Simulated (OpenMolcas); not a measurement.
# Co4+, Rh4+, Ir4+: d5 down the group

```
Program             : OpenMolcas 26.06
Method              : RASSCF
Basis               : ANO-RCC-VTZP
Scalar Hamiltonian  : DKH2, point nucleus
Spin-orbit coupling : state interaction with AMFI integrals over the reference wave functions, term energies averaged over their components
```

Active space for each ion: 11 electrons in 8 orbitals (RAS1 p, at most 2 holes; RAS2 d).

Computed levels in cm-1 above 6S 5/2:

```tsv
Level	Co4+	Rh4+	Ir4+
4G 7/2	43293	30914	27228
4G 11/2	43311	31057	28675
4G 9/2	43330	31156	29707
4P 3/2	44565	31854	27294
4P 1/2	44655	32446	30463
4D 7/2	51278	36372	35240
4D 1/2	51396	37130	39266
4D 3/2	51471	37478	40176
2I 11/2	63262	45115	41462
weight of 6S in the lowest level (%)	100	99	87
```

Mixed levels, with the weight of the term that names them: Ir4+ 4G 7/2 (65 %), Ir4+ 4P 3/2 (52 %), Ir4+ 4P 1/2 (72 %), Ir4+ 4D 7/2 (68 %), Ir4+ 4D 3/2 (50 %), Ir4+ 2I 11/2 (72 %).

Measured, with the error of the calculation in %. Measured levels: Co4+ from Sugar and Corliss, J. Phys. Chem. Ref. Data 10, 1097 (1981).

```csv
Level,Co4+
4G 11/2,37218 (+16.4)
4P 3/2,40891 (+9.0)
4P 1/2,41024 (+8.9)
4D 7/2,44709 (+14.7)
4D 1/2,44908 (+14.4)
```

Without spin-orbit coupling 4G lies 43305, 31018, 28284 cm-1 above 6S in that order; the difference to the level 4G 7/2, of either sign, comes from spin-orbit coupling, which also lowers the zero.

Without dynamic correlation excited terms often stand tens of per cent too high (terms of higher spin than the ground term too low), and those without a measured partner can miss by more than the paired ones. Active for correlation alone: 3p; no level in the range computed is led by a configuration that opens it, so any true level of that kind is missing (holds for Co4+). Active for correlation alone: 4p; no level in the range computed is led by a configuration that opens it, so any true level of that kind is missing (holds for Rh4+). Active for correlation alone: 5p; no level in the range computed is led by a configuration that opens it, so any true level of that kind is missing (holds for Ir4+). Measured partners are found by configuration, term and J. A level has none where our copy of the source lacks it or the pairing is in doubt (some pairs that miss far off the trend of their configuration count as doubtful), and it then counts in no deviation. Only configurations of the active space appear.
